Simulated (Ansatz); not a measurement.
Consider the isomerisation: `OC1C[SiH2]1` → `O=CC[SiH3]`.

Gas-phase electronic energies from Ansatz, PBE0-D4/def2-TZVP geometries. CCSD(T)/CBS is the MP2 limit (def2-TZVPP, def2-QZVPP) plus CCSD(T) − MP2 in def2-TZVPP, frozen cores. Functionals use def2-TZVPP. B3LYP here is the variant with VWN-RPA as its local correlation; programs differ in this. Each species was taken in one conformer, which may not be the lowest.

```tsv
level	ΔE (kcal/mol)	difference from CCSD(T)/CBS
LDA (SPW92)	-17.6	8.1
B97M-V	-25.6	0.1
B3LYP-D4	-28.1	-2.4
r2SCAN0-D4	-24.0	1.7
BHLYP-D4	-28.7	-3.0
PBE-QIDH	-24.1	1.6
BLYP	-29.1	-3.4
CCSD/def2-TZVPP	-27.7	-2.0
HF/def2-QZVPP	-35.2	-9.5
MP2/def2-QZVPP	-24.8	0.9
CCSD(T)/CBS	-25.7	0
```

Q: What do rigid-rotor, harmonic-oscillator terms from PBE0-D4/def2-TZVP frequencies (298.15 K, 1 bar) make of the CCSD(T)/CBS value? (Best estimate.)

A: Computed: ΔZPE = -2.2 kcal/mol, ΔH = -27.5 kcal/mol, ΔS = 19 J/(mol·K), ΔG = -28.8 kcal/mol.

Largest T1 diagnostic among the species: 0.014.

In def2-TZVPP, CCSD(T) changes the Hartree–Fock value by +8.0 kcal/mol (the triples alone add +0.4 kcal/mol) and MP2 by +9.6 kcal/mol. Leaving LDA and LC-ωPBE aside and taking each functional with its dispersion term where it has one, the values, not all of them listed here, spread over 6.0 kcal/mol, from BLYP-D4 to HSE06-D4. LDA lies +5.9 kcal/mol from PBE without D4.
